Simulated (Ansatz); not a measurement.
Geometry optimisation, RKS BLYP-D4/def2-SVP in Ansatz.

Input file:

```yaml
crystal:
  periodic: [false, false, false]
  atoms:
    - { symbol: B, position_ang: [0.0, 0.0, 0.0] }
    - { symbol: O, position_ang: [0.0, 0.0, 1.41] }
    - { symbol: H, position_ang: [-0.9095, -0.2814, 1.7471] }
    - { symbol: "N", position_ang: [1.3423, 0.0, -0.775] }
    - { symbol: H, position_ang: [1.8089, -0.9179, -1.0268] }
    - { symbol: H, position_ang: [1.7937, 0.9179, -1.0532] }
    - { symbol: F, position_ang: [-1.1431, 0.0, -0.66] }
basis:
  gaussian: { orbitals: def2-SVP }
hamiltonian:
  xc: blyp
  dispersion: d4
relax:
  f_tol: 0.02
  max_steps: 40
output:
  orbitals: {}
```

Command:

```bash
$ ansatz run input.yaml --threads 1 --pin off --max-ram 2048MiB --backend cpu --events-out ev --progress --plain --runs-dir out
```

Where does it end, and by what steps?

The forces met the threshold. After 9 steps the energy has fallen by 1.123 eV; H6 moved furthest, 0.90 Å.

```
step  energy less start (eV)  largest force component (eV/Å)  accepted
   0                  0.0000                           3.483       yes
   1                 -0.2588                           2.269       yes
   2                 -0.3710                           1.659       yes
   3                 -0.5647                           1.085       yes
   4                 -0.7714                           1.631       yes
   5                 -0.9904                           0.957       yes
   6                 -1.1140                           0.171       yes
   7                 -1.1124                           0.206        no
   8                 -1.1217                           0.214       yes
   9                 -1.1228                           0.019       yes
```

```xyz
7
Properties=species:S:1:pos:R:3
B 0.070 0.041 0.009
O -0.012 -0.515 1.266
H -0.902 -0.409 1.648
N 1.275 -0.003 -0.726
H 2.120 -0.439 -0.363
H 1.365 0.401 -1.656
F -1.024 0.642 -0.535
```

Whether the end is a true minimum wasn't checked by a vibrational analysis.

Run time: 10 s on 1 thread of Intel(R) Xeon(R) 6975P-C (Granite Rapids), on a shared host, peak memory 0.17 GiB.
